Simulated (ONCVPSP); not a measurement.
**An all-electron radial function and its pseudo partner (Be)**

Columns: radius, all-electron u(r) and pseudo u(r) of the 2s shell (level -5.54 eV) of beryllium in the configuration [He] 2s2; PBEsol, scalar-relativistic, ONCV scheme, ONCVPSP 4.0.1.

| r (bohr) | all-electron | pseudo |
| --- | --- | --- |
| 0.110 | -0.2048 | 0.0265 |
| 0.220 | -0.2510 | 0.0540 |
| 0.330 | -0.2144 | 0.0839 |
| 0.440 | -0.1368 | 0.1179 |
| 0.550 | -0.0417 | 0.1569 |
| 0.660 | 0.0575 | 0.2007 |
| 0.770 | 0.1533 | 0.2482 |
| 0.880 | 0.2416 | 0.2980 |
| 0.990 | 0.3207 | 0.3490 |
| 1.100 | 0.3901 | 0.4002 |
| 1.210 | 0.4502 | 0.4503 |
| 1.320 | 0.5007 | 0.4973 |
| 1.430 | 0.5419 | 0.5388 |
| 1.540 | 0.5745 | 0.5728 |
| 1.650 | 0.5993 | 0.5987 |
| 1.760 | 0.6169 | 0.6168 |
| 1.870 | 0.6282 | 0.6281 |
| 1.980 | 0.6338 | 0.6338 |
| 2.090 | 0.6347 | 0.6346 |
| 2.200 | 0.6312 | 0.6312 |
| 2.310 | 0.6242 | 0.6242 |
| 2.420 | 0.6142 | 0.6142 |
| 2.530 | 0.6016 | 0.6016 |
| 2.640 | 0.5869 | 0.5869 |
| 2.750 | 0.5706 | 0.5706 |
| 2.860 | 0.5529 | 0.5529 |

How many radial nodes do the two functions have?

The all-electron 2s function has n − l − 1 = 1; the pseudo-wave has 0, since the states of the same l below it are removed with the core.

At about which radius was the pseudo-wave matched?

2.05 bohr. The columns agree to 0.0005 from 1.76 bohr on; several derivatives are matched, so the curves merge somewhat inside the radius.

Where does each function peak?

Outermost all-electron maximum near 2.09 bohr, pseudo maximum near 2.09 bohr (to the table’s step).

Is the pseudo-wave norm-conserving?

Yes: the ONCV scheme keeps the norm inside the radius equal to the all-electron one, which fixes the energy derivative of the logarithmic derivative at the level.
